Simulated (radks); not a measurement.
Results of a calculation; reference values are marked as such.
Q: The mean radii <r> (bohr) of the occupied orbitals of an atom or ion are listed with their occupations. Level of theory: scalar-relativistic Kohn-Sham, exchange-only B88, spin-polarised, spherical densities, point nucleus (a radial shooting solver on a logarithmic mesh with Libxc functionals).

| orbital | occ. | <r> |
|---|---|---|
| 1s up | 1 | 0.04149 |
| 1s down | 1 | 0.04148 |
| 2s up | 1 | 0.1835 |
| 2s down | 1 | 0.1835 |
| 2p up | 3 | 0.1601 |
| 2p down | 3 | 0.1601 |
| 3s up | 1 | 0.5303 |
| 3s down | 1 | 0.5300 |
| 3p up | 3 | 0.5405 |
| 3p down | 3 | 0.5398 |
| 3d up | 5 | 0.5553 |
| 3d down | 5 | 0.5522 |
| 4s up | 1 | 1.467 |
| 4s down | 1 | 1.464 |
| 4p up | 3 | 1.661 |

Name the element and its charge. Open shells, if any, are filled with parallel spins first.

A: Z = 36, krypton, charge +3: Kr3+ in [Ar] 3d10 4s2 4p3. The 1s radius gives Z: for a bare nucleus <r> = (2 gamma + 1)/(2Z) with gamma = sqrt(1 - (Z/c)^2), 0.04069 bohr for Z = 36, and screening makes it slightly larger (0.04149 here). The occupations add up to 33, and the charge is Z minus that.
